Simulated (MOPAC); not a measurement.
A run for MOPAC: AM1 on ClHPbS (SMILES [SH][Pb][Cl]), a point of a torsion scan.

```
AM1 1SCF PRECISE CHARGE=0 THREADS=1
ClHPbS

S     -1.59659649 1     0.46553019 1    -0.27763047 1
Pb     0.89095312 1     1.10206954 1    -0.31828796 1
Cl     1.62200040 1     0.06698338 1    -2.46329283 1
H     -1.47695968 1    -0.68976644 1     0.35772592 1
```

Program output:

```
*******************************************************************************
 **                                                                           **
 **                              MOPAC v23.2.5                                **
 **                                                                           **
 *******************************************************************************
 ** MOPAC's Digital Object Identifier: https://doi.org/10.5281/zenodo.6511958 **
 **                                                                           **
 ** Please cite the open-source release paper for use of this MOPAC version:  **
 ** J. E. Moussa and J. J. P. Stewart (2026)                                  **
 ** MOPAC: An open-source semiempirical molecular orbital program             **
 ** J. Open Source Softw., 11(119), 8025, https://doi.org/10.21105/joss.08025 **
 *******************************************************************************

                              AM1 CALCULATION RESULTS

 *******************************************************************************
 *  AM1        - The AM1 Hamiltonian to be used
 *
 *
 *
 *                 CHARGE ON SYSTEM = 0
 *
 *
 *
 *  PRECISE    - TIGHTER CRITERIA TO BE USED
 *  1SCF       - DO 1 SCF AND THEN STOP
 *  THREADS=1  - MULTI-THREADING NOT USED
 *  T=         - A TIME OF 172800.0 SECONDS REQUESTED
 *  DUMP=N     - RESTART FILE WRITTEN EVERY 7200.0 SECONDS REQUESTED
 *******************************************************************************
AM1 1SCF PRECISE CHARGE=0 THREADS=1
 ClHPbS

   ATOM   CHEMICAL          X               Y               Z
  NUMBER   SYMBOL      (ANGSTROMS)     (ANGSTROMS)     (ANGSTROMS)

     1       S         -1.59659649  *   0.46553019  *  -0.27763047  *
     2      Pb          0.89095312  *   1.10206954  *  -0.31828796  *
     3      Cl          1.62200040  *   0.06698338  *  -2.46329283  *
     4       H         -1.47695968  *  -0.68976644  *   0.35772592  *



          CARTESIAN COORDINATES

    NO.       ATOM           X           Y           Z

     1         S         -1.5966      0.4655     -0.2776
     2        Pb          0.8910      1.1021     -0.3183
     3        Cl          1.6220      0.0670     -2.4633
     4         H         -1.4770     -0.6898      0.3577

  H: (AM1): M.J.S. DEWAR ET AL, J. AM. CHEM. SOC. 107 3902-3909 (1985)
  S: (AM1): M.J.S. DEWAR, Y-C YUAN, INORGANIC CHEMISTRY, 29, 3881:3890,  (1990)
 Cl: (AM1): M.J.S. DEWAR AND E. G. ZOEBISCH, THEOCHEM, 180, 1 (1988).
 Pb: (AM1): J. J. P. STEWART, J. MOL. MOD., 10, 155-164 (2004)

           Empirical Formula: H S Pb Cl  =     4 atoms



      MOLECULAR POINT GROUP   :   C1


      RHF CALCULATION, NO. OF DOUBLY OCCUPIED LEVELS = 9


 -------------------------------------------------------------------------------
 AM1 1SCF PRECISE CHARGE=0 THREADS=1
 ClHPbS



     1SCF WAS SPECIFIED, SO BFGS WAS NOT USED
     SCF FIELD WAS ACHIEVED


                              AM1 CALCULATION
                                                       MOPAC v23.2.5 Linux




          FINAL HEAT OF FORMATION =        -10.27688 KCAL/MOL =     -42.99845 KJ/MOL


          COSMO AREA              =        124.97 SQUARE ANGSTROMS
          COSMO VOLUME            =        114.95 CUBIC ANGSTROMS

          IONIZATION POTENTIAL    =          9.401235 EV
          HOMO LUMO ENERGIES (EV) =         -9.401 -2.425
          NO. OF FILLED LEVELS    =          9
          MOLECULAR WEIGHT        =        275.7209         POINT GROUP:  C1

          MOLECULAR DIMENSIONS (Angstroms)

            Atom       Atom       Distance
            H     4   Cl     3     4.25845
           Pb     2    H     4     1.75426
           Cl     3    S     1     1.10169


          SCF CALCULATIONS        =          1





   ATOM   CHEMICAL          X               Y               Z
  NUMBER   SYMBOL      (ANGSTROMS)     (ANGSTROMS)     (ANGSTROMS)

     1       S         -1.59659649  *   0.46553019  *  -0.27763047  *
     2      Pb          0.89095312  *   1.10206954  *  -0.31828796  *
     3      Cl          1.62200040  *   0.06698338  *  -2.46329283  *
     4       H         -1.47695968  *  -0.68976644  *   0.35772592  *

                             CARTESIAN COORDINATES

   1    S       -1.596596490     0.465530190    -0.277630470
   2   Pb        0.890953120     1.102069540    -0.318287960
   3   Cl        1.622000400     0.066983380    -2.463292830
   4    H       -1.476959680    -0.689766440     0.357725920


           Empirical Formula: H S Pb Cl  =     4 atoms



      MOLECULAR POINT GROUP   :   C1


                  EIGENVALUES
 -35.45729 -20.01186 -17.91360 -13.42882 -11.95179 -11.82912 -11.61647  -9.87952
  -9.40124  -2.42457  -2.08864  -1.43730   1.61694


              NET ATOMIC CHARGES AND DIPOLE CONTRIBUTIONS

  ATOM NO.   TYPE          CHARGE      No. of ELECS.   s-Pop       p-Pop
    1          S          -0.480804        6.4808     1.91105     4.56975
    2         Pb           0.793823        3.2062     1.94501     1.26117
    3         Cl          -0.423785        7.4238     1.97580     5.44798
    4          H           0.110766        0.8892     0.88923
 DIPOLE           X         Y         Z       TOTAL
 POINT-CHG.     2.997     2.624     4.632     6.109
 HYBRID        -0.535    -1.658    -0.585     1.838
 SUM            2.462     0.966     4.047     4.834


          ATOMIC ORBITAL ELECTRON POPULATIONS

     Atom    s        px        py        pz
    1  S   1.91105   1.52385   1.32057   1.72533
    2 Pb   1.94501   0.53310   0.30384   0.42423
    3 Cl   1.97580   1.89203   1.83917   1.71678
    4  H   0.88923

 **********************
 *                    *
 * JOB ENDED NORMALLY *
 *                    *
 **********************




 == MOPAC DONE ==
```

The run finished.

Cost: very roughly 0.020 core-seconds.
